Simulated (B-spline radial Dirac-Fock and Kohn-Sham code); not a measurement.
Magnetic form factor of the 3d shell of La³⁰⁺

System: lanthanum as La³⁰⁺ in the configuration [Ar] 3d9.

These are calculated numbers from an atomic code on a B-spline grid; the model is Dirac-Fock orbitals of the configuration average with a finite nucleus. ⟨j_K⟩ is the integral of the 3d radial density with the spherical Bessel function j_K(4πsr), s = sin θ/λ.

```
s (Å⁻¹)    ⟨j0⟩    ⟨j2⟩    ⟨j4⟩
      0  1.0000  0.0000  0.0000
   0.05  0.9987  0.0005  0.0000
    0.1  0.9947  0.0021  0.0000
   0.15  0.9881  0.0048  0.0000
    0.2  0.9789  0.0084  0.0000
   0.25  0.9673  0.0130  0.0001
    0.3  0.9532  0.0185  0.0001
   0.35  0.9369  0.0249  0.0003
    0.4  0.9184  0.0320  0.0005
   0.45  0.8979  0.0399  0.0007
    0.5  0.8756  0.0483  0.0011
    0.6  0.8260  0.0667  0.0021
    0.7  0.7711  0.0863  0.0037
    0.8  0.7123  0.1066  0.0060
    0.9  0.6512  0.1265  0.0091
      1  0.5891  0.1457  0.0129
    1.1  0.5273  0.1633  0.0175
    1.2  0.4669  0.1790  0.0229
    1.4  0.3541  0.2032  0.0355
    1.6  0.2558  0.2170  0.0497
```

Radial moments of the shell: ⟨r²⟩ = 0.07230, ⟨r⁴⟩ = 0.009058, ⟨r⁶⟩ = 0.001755 in powers of bohr.
